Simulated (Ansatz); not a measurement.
C2H9ClFNSi2, SMILES `CN([SiH2]Cl)[SiH](C)F`, relaxed with RKS PBE0-D4/def2-TZVP in Ansatz 0.2.0 from a PBE-D4/def2-SVP geometry. The force threshold is 0.005 eV/Å; the program also tests the step.

The species carries charge 0 and has multiplicity 1.

Start:

```xyz
16

C    -0.150   -0.739    1.448
N    -0.030    0.350    0.464
Si    0.149    1.967    1.101
Cl   -1.571    2.591    2.115
Si   -0.361    0.018   -1.223
C     0.563   -1.492   -1.825
F    -1.963   -0.290   -1.449
H    -1.132   -0.725    1.969
H     0.646   -0.669    2.221
H    -0.045   -1.729    0.959
H     1.249    1.973    2.121
H     0.406    2.905   -0.034
H    -0.029    1.263   -1.985
H     0.356   -1.659   -2.902
H     0.257   -2.409   -1.282
H     1.657   -1.358   -1.698
```

```csv
step,energy (eV),largest force (eV/Å),largest move (Å)
1,-34696.6365,0.939,0.000
2,-34696.7254,0.623,0.040
3,-34696.7455,0.091,0.033
4,-34696.7467,0.032,0.013
5,-34696.7475,0.018,0.038
6 (rejected),-34696.7460,0.223,0.125
7,-34696.7481,0.022,0.039
8 (rejected),-34696.7479,0.124,0.092
9,-34696.7484,0.017,0.026
10,-34696.7487,0.037,0.049
11,-34696.7489,0.041,0.022
12,-34696.7490,0.005,0.013
13,-34696.7491,0.003,0.016
14,-34696.7491,0.007,0.023
15,-34696.7491,0.003,0.002
```

End:

```xyz
16

C    -0.162   -0.731    1.439
N    -0.041    0.349    0.455
Si    0.178    1.929    1.081
Cl   -1.484    2.603    2.101
Si   -0.379    0.011   -1.198
C     0.546   -1.470   -1.816
F    -1.939   -0.311   -1.395
H    -1.194   -0.856    1.781
H     0.461   -0.525    2.314
H     0.176   -1.680    1.017
H     1.270    1.909    2.082
H     0.436    2.864   -0.032
H    -0.082    1.243   -1.962
H     0.341   -1.617   -2.879
H     0.250   -2.384   -1.295
H     1.623   -1.335   -1.691
```

Hardware: 2 threads of an AMD EPYC 7R13 on a shared host and a share of an NVIDIA H100 80 GB. Wall time 95 s, peak host memory 0.97 GiB.
